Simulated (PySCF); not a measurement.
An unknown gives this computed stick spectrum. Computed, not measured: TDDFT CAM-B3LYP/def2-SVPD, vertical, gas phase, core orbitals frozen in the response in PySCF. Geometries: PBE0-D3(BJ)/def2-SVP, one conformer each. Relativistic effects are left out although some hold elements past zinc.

```json
{"state": "S1", "E (eV)": "5.61", "f": "0.0001", "main configurations (H = HOMO, L = LUMO)": "H-1/H→L (≥71%)"}
{"state": "S2", "E (eV)": "5.94", "f": "0.018", "main configurations (H = HOMO, L = LUMO)": "H-1/H→L (≥51%), H-1/H→L+2 (≥29%)"}
{"state": "S3", "E (eV)": "6.07", "f": "0.0003", "main configurations (H = HOMO, L = LUMO)": "H-1/H→L+2 (≥76%), H-3→L+2 (9%)"}
{"state": "S4", "E (eV)": "6.53", "f": "0.013", "main configurations (H = HOMO, L = LUMO)": "H-2→L (82%), H-1/H→L (≥10%)"}
{"state": "S5", "E (eV)": "6.67", "f": "0.031", "main configurations (H = HOMO, L = LUMO)": "H-3→L (77%), H-1/H→L (≥13%)"}
{"state": "S6", "E (eV)": "7.34", "f": "0.0036", "main configurations (H = HOMO, L = LUMO)": "H-1/H→L+1 (≥82%)"}
{"state": "S7", "E (eV)": "7.36", "f": "0.015", "main configurations (H = HOMO, L = LUMO)": "H-1/H→L+1 (≥77%)"}
{"state": "S8", "E (eV)": "7.72", "f": "0.392", "main configurations (H = HOMO, L = LUMO)": "H-1/H→L+2 (≥40%), H-2→L+2 (16%), H-1/H→L (≥16%)"}
{"state": "S9", "E (eV)": "7.81", "f": "0.0001", "main configurations (H = HOMO, L = LUMO)": "H-2→L+1 (38%), H-1/H→L+3 (≥19%), H-3→L+2 (16%)"}
{"state": "S10", "E (eV)": "7.89", "f": "0.0023", "main configurations (H = HOMO, L = LUMO)": "H-3→L+2 (59%), H-1/H→L+3 (≥10%)"}
```

Question: Which structure fits?
A. `C[SiH](C)C`
B. `[H][Si](C)(C)C`
C. `CC#C[SiH2]Br`

Answer: C. Its S1, at 5.61 eV, is the lowest among the candidates; the nearest of the others has S1 at 8.23 eV. S1 is HOMO-1/HOMO→LUMO (≥71%). Löwdin shares by element: HOMO (one of a set within 0.03 eV) carbon 60% or more, bromine 11%, silicon 9% (atoms not listed hold the other 20%); LUMO carbon 30% or more, bromine 26%, silicon 26% (atoms not listed hold the other 18%). At the same level the other candidates give, for their lowest levels:
- `[H][Si](C)(C)C`: 8.23 eV (f 0.176 summed over 2 states); 8.49 eV (f 0.002); 8.92 eV (f 0.062); 8.96 eV (f 0.001); 8.97 eV (f 0.085 summed over 2 states); T1 8.00 eV; HOMO -9.95, LUMO 1.25 eV
- `C[SiH](C)C`: 8.23 eV (f 0.176 summed over 2 states); 8.50 eV (f 0.002); 8.93 eV (f 0.063); 8.96 eV (f 0.000); 8.97 eV (f 0.084 summed over 2 states); T1 8.00 eV; HOMO -9.96, LUMO 1.26 eV

Orbitals of the list HOMO-3 to LUMO+2 that lie within 0.01 eV of each other are written together with a slash and their weights summed (≥ marks a lower bound); for degenerate orbitals outside that list single weights are arbitrary.
Triplets come from the Tamm–Dancoff approximation.
